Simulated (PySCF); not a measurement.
Spinor energies of Si³⁺ (silicon, charge +3)

Start: [Ne] 3s1; 3s1/2 filled at m_j = +1/2. Calculated with PySCF 2.14 in an uncontracted even-tempered set (21 s from 0.092 bohr⁻², ratio 2.4; 13 p from 0.12 bohr⁻², ratio 2.4; 6 d from 0.54 bohr⁻², ratio 2.6; 5 f from 0.81 bohr⁻², ratio 2.6): generalised Hartree-Fock with the X2C-1e Hamiltonian and a Gaussian nucleus; one run each with spin-orbit coupling (SO) switched off, then screened by Boettger's factors.

| spinor shell | electrons | ε, spin-free (eV) | ε, screened SO (eV) | weight of nominal j (screened SO) | rms radius, screened SO (bohr) |
| --- | --- | --- | --- | --- | --- |
| 1s1/2 | 2 | -1914.4 | -1914.4 | 1.000 | 0.129 |
| 2s1/2 | 2 | -204.35 | -204.35 | 1.000 | 0.611 |
| 2p1/2 | 2 | -152.02 | -152.54 | 0.936 | 0.595 |
| 3s1/2 | 1 | -44.761 | -44.761 | 1.000 | 1.99 |

Where does 2p3/2 lie, and what is the 2p spin-orbit splitting (screened SO)?

At -151.77 eV, 0.775 eV above 2p1/2.

```json
{"quantity": "E (hartree)", "spin-free": "-287.42413", "screened SO": "-287.42441"}
{"quantity": "M_J", "spin-free": "1/2", "screened SO": "1/2"}
{"quantity": "⟨J²⟩", "spin-free": "0.750", "screened SO": "0.750"}
{"quantity": "⟨L²⟩", "spin-free": "0.000", "screened SO": "0.000"}
{"quantity": "⟨S²⟩", "spin-free": "0.750", "screened SO": "0.750"}
```

Each row is a mean over spinors that exchange with the open shell spreads, by up to 1.018 eV (2s1/2).

Without spin-orbit coupling the j labels of p, d and f shells carry no meaning; the spin-free column gives the mean over the occupied spinors of each nl shell.
